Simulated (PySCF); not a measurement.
Chlorine: highly charged ions in a basis for the neutral atom

Cl¹⁰⁺ [He] 2s2 2p3, Cl¹¹⁺ [He] 2s2 2p2. Calculation: PySCF 2.14, in 6-31G* (4s3p1d, 18 functions); the non-relativistic Hamiltonian (point nucleus). No spin-orbit coupling, so a gap to NIST mixes the basis error with missing relativistic terms.

Changed run: basis of the neutral atom used for a highly charged ion. This setting is unsound on purpose.

| species | method | sound run (hartree) | changed run (hartree) | converged |
| --- | --- | --- | --- | --- |
| Cl¹⁰⁺ | UHF | not run | -400.07137 | yes |
| Cl¹⁰⁺ | MN15 | not run | -400.15443 | yes |
| Cl¹⁰⁺ | TPSS | not run | -400.31457 | yes |
| Cl¹¹⁺ | UHF | not run | -380.39572 | yes |
| Cl¹¹⁺ | MN15 | not run | -380.45809 | yes |
| Cl¹¹⁺ | TPSS | not run | -380.64180 | yes |

Ionisation energy of Cl¹⁰⁺:

```csv
method,changed run (eV),NIST (eV)
UHF,535.40,530 ± 0.4
MN15,535.96,530 ± 0.4
TPSS,535.32,530 ± 0.4
```

The contracted functions were made for the neutral atom and can be too rigid for a highly charged ion.
